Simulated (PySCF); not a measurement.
C4H2Cl2Si, SMILES C#C[Si](Cl)(Cl)C#C.

Coordinates come from a PBE0-D3(BJ)/def2-SVP optimisation.

Level of theory: SMD-ωB97X/def2-SVP (PySCF).

Solvation free energies are E(SMD) − E(gas) at the gas-phase geometry, for 1 M in both phases. In vacuum the dipole moment is 2.37 D.

**Question.** Rank water, chloroform, benzene by solvation free energy, most negative first.

**Answer.** chloroform (-4.2 kcal/mol), benzene (-2.8 kcal/mol), water (0.9 kcal/mol)
